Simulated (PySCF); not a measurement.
This PySCF input asks for the NMR shieldings of `[Si@@H](BC)(N)[SiH2][SiH2][SiH2]C`, C2H16BNSi4; the geometry comes from GFN2-xTB.

```python
import basis_set_exchange as bse
import numpy as np
from pyscf import gto, dft
from pyscf.prop import nmr

atoms = """
C    -4.429216   -0.828100    0.518362
B    -3.327703   -0.121679    1.387750
Si   -1.822620    0.828518    0.602799
N    -2.167080    1.255457   -1.049997
Si    0.093448   -0.486348    0.359160
Si    1.574933    0.111016   -1.330854
Si    3.841598   -0.301705   -1.057650
C     4.301595   -0.038448    0.767930
H    -4.284193   -1.908916    0.580929
H    -4.420972   -0.564345   -0.536983
H    -5.433481   -0.651467    0.904871
H    -3.383541   -0.288452    2.550712
H    -1.378581    2.034524    1.364934
H    -3.019370    1.753732   -1.251328
H    -1.428334    1.629098   -1.624883
H     0.830420   -0.506040    1.638940
H    -0.244040   -1.914351    0.195292
H     1.138071   -0.479779   -2.608831
H     1.401444    1.558013   -1.587894
H     4.234769   -1.675182   -1.411755
H     4.730482    0.564225   -1.850824
H     5.354337   -0.230705    0.951923
H     3.730609   -0.700589    1.413147
H     4.095690    0.981287    1.081807
"""
names = dict.fromkeys(["C", "B", "Si", "N", "H"], "pcSseg-1")
basis = {el: gto.basis.parse(bse.get_basis(n, elements=[el], fmt="nwchem")) for el, n in names.items()}
mol = gto.M(atom=atoms, basis=basis, charge=0, verbose=0)
mf = dft.RKS(mol, xc="PBE0")
mf.grids.level = 2
mf.grids.alignment = dft.numint.BLKSIZE   # the property module wants whole blocks of grid points
mf.conv_tol = 1e-9
mf.kernel()

calc = nmr.RKS(mf)   # GIAO
C = mf.mo_coeff
Co = C[:, mf.mo_occ > 0]
resp = mf.gen_response(singlet=True, hermi=2)
def vind(x):   # induced exchange potential for any number of trial vectors
    d = np.einsum("pi,xij,qj->xpq", C, 2 * x.reshape(-1, C.shape[1], Co.shape[1]), Co, optimize=True)
    return np.einsum("xpq,pi,qj->xij", resp(d - d.transpose(0, 2, 1)), C, Co, optimize=True).ravel()
mo1, _ = nmr.rhf.solve_mo1(calc, with_cphf=vind)
sigma = calc.kernel(mo1)
for i, s in enumerate(sigma):   # ppm
    w = np.linalg.eigvalsh((s + s.T) / 2)
    print("%2d %-2s iso %8.1f  s11 %8.1f  s22 %8.1f  s33 %8.1f" % (i, mol.atom_pure_symbol(i), w.mean(), *w))
```

**Question.** What does it print?

**Answer.** 
```
 0 C  iso    166.5  s11    127.3  s22    170.3  s33    201.9
 1 B  iso    -14.8  s11   -127.6  s22    -51.6  s33    134.7
 2 Si iso    401.3  s11    349.6  s22    376.8  s33    477.5
 3 N  iso    267.2  s11    232.1  s22    258.6  s33    310.8
 4 Si iso    481.4  s11    460.9  s22    486.5  s33    496.8
 5 Si iso    481.1  s11    461.1  s22    485.2  s33    497.0
 6 Si iso    424.2  s11    404.3  s22    405.4  s33    462.8
 7 C  iso    195.1  s11    188.0  s22    197.7  s33    199.5
 8 H  iso     30.6  s11     26.2  s22     29.0  s33     36.6
 9 H  iso     29.0  s11     25.1  s22     29.4  s33     32.6
10 H  iso     30.1  s11     25.9  s22     28.0  s33     36.3
11 H  iso     21.6  s11     11.0  s22     26.0  s33     27.8
12 H  iso     26.0  s11     22.1  s22     24.4  s33     31.6
13 H  iso     31.8  s11     23.6  s22     27.6  s33     44.2
14 H  iso     31.7  s11     22.4  s22     30.0  s33     42.6
15 H  iso     28.5  s11     23.5  s22     27.9  s33     34.1
16 H  iso     28.5  s11     24.2  s22     27.1  s33     34.2
17 H  iso     28.3  s11     23.8  s22     26.8  s33     34.3
18 H  iso     28.3  s11     23.7  s22     27.8  s33     33.3
19 H  iso     27.6  s11     24.2  s22     25.5  s33     33.2
20 H  iso     27.5  s11     23.8  s22     25.4  s33     33.3
21 H  iso     31.3  s11     26.0  s22     27.8  s33     40.1
22 H  iso     31.5  s11     26.2  s22     30.4  s33     37.8
23 H  iso     31.6  s11     27.1  s22     29.7  s33     38.1
```

These numbers come from an equivalent density-fitted implementation of the same equations, which agrees with the script to about 0.01 ppm for H and up to a few tenths of a ppm for heavy atoms, so last digits may differ.

Size and cost of the density-fitted run: 244 basis functions, 120 s wall time on 1 thread of an Arm Neoverse N1, shared host; peak memory 1.1 GiB.
